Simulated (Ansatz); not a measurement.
`FB[SiH3]` + `C[SeH]` → `C[Se]BF` + SiH₄ at 600 K and 1 bar (cleavage of the B–Si bond).

Program: Ansatz. Geometries: PBE0-D4/def2-TZVP. ΔE: electronic, gas phase. CCSD(T)/CBS adds triple-zeta CCSD(T) − MP2 to the extrapolated MP2 energy (def2 sets, frozen cores). This one scheme is used for every species. For Se outer-core shells are correlated without core-valence functions, which leaves a few kJ/mol of doubt a bond. Scalar relativity is left out up to krypton. Each species was taken in one conformer, which may not be the lowest.

```tsv
species	CCSD(T)/CBS energy (Eh)	H − E (kJ/mol)	S (J/(mol·K))
`FB[SiH3]`	-416.08982	146.0	360.6
`C[SeH]`	-2441.15625	149.5	312.9
`C[Se]BF`	-2565.82397	188.1	393.1
SiH₄	-291.46306	108.7	242.3
```

H − E and S are ideal-gas, rigid-rotor, harmonic terms from PBE0-D4/def2-TZVP, for one conformer and one mirror image of each species. 1 Eh = 2625.50 kJ/mol, R = 8.31446 J/(mol·K).

Q: By hand: ΔE, ΔH, ΔS and ΔG.

A: ΔE = (-2565.82397) + (-291.46306) − (-416.08982) − (-2441.15625) = -0.04096 Eh = -107.5 kJ/mol. Δ(H − E) = 188.1 + 108.7 − 146.0 − 149.5 = 1.3, so ΔH = -106.2 kJ/mol. ΔS = 393.1 + 242.3 − 360.6 − 312.9 = -38.1 J/(mol·K). ΔG = -106.2 − 600 × (-38.1)/1000 = -83.3 kJ/mol.

Q: By hand: the equilibrium constant, and the temperature at which ΔG would vanish if ΔH and ΔS stayed fixed.

A: log₁₀ K = −ΔG/(RT ln 10) = 7.3. ΔG = 0 at ΔH/ΔS = 2787 K, far beyond where these terms or the molecules hold.

ΔH outweighs TΔS. A doubt of 5 kJ/mol in ΔE shifts log₁₀ K by 0.4 here. Other conformers and mirror images would add mixing entropy, several J/(mol·K) or more a flexible species. Modes under 60 cm⁻¹, often nearly free rotors, make the harmonic entropy too high. These are equilibria of isolated gas molecules and say nothing of rates. Largest T1 diagnostic: 0.014 (customary marks: 0.02 for closed shells, 0.045 for open ones).
